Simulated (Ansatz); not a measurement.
`C=CC(=C)I` and `C=CC(=C)F` differ in one element.

Ansatz, PBE0-D4/def2-TZVP geometries, multiplicity 1. Each molecule was computed in one conformer, which needn't be the lowest.

Elements past krypton have def2 core potentials.

| property | `C=CC(=C)I` |
| --- | --- |
| LUMO energy (PBE0/def2-TZVPP) / eV | -1.30 |
| HOMO energy (PBE0/def2-TZVPP) / eV | -6.93 |
| LUMO energy (PBE/def2-TZVPP) / eV | -2.22 |
| HOMO energy (PBE/def2-TZVPP) / eV | -5.92 |
| LUMO energy (ωB97M-V/def2-TZVPP) / eV | 0.76 |
| HOMO–LUMO gap (ωB97M-V/def2-TZVPP) / eV | 9.76 |

Q: Give the same properties after the change, and the shifts. (Estimate.)

A: Computed: 
```json
{"property": "LUMO energy (PBE0/def2-TZVPP) / eV", "`C=CC(=C)F`": "-1.08", "shift": "0.22"}
{"property": "HOMO energy (PBE0/def2-TZVPP) / eV", "`C=CC(=C)F`": "-7.01", "shift": "-0.08"}
{"property": "LUMO energy (PBE/def2-TZVPP) / eV", "`C=CC(=C)F`": "-2.01", "shift": "0.21"}
{"property": "HOMO energy (PBE/def2-TZVPP) / eV", "`C=CC(=C)F`": "-5.97", "shift": "-0.05"}
{"property": "LUMO energy (ωB97M-V/def2-TZVPP) / eV", "`C=CC(=C)F`": "0.99", "shift": "0.23"}
{"property": "HOMO–LUMO gap (ωB97M-V/def2-TZVPP) / eV", "`C=CC(=C)F`": "10.11", "shift": "0.35"}
```

With PBE0 the HOMO falls by 0.08 eV and the LUMO rises by 0.22 eV, so the gap widens by about 0.30 eV. PBE moves the HOMO by -0.05 eV and ωB97M-V by -0.12 eV.

Spin–orbit coupling is left out; it splits and shifts lone-pair levels of the heavy atoms by tenths of an eV.
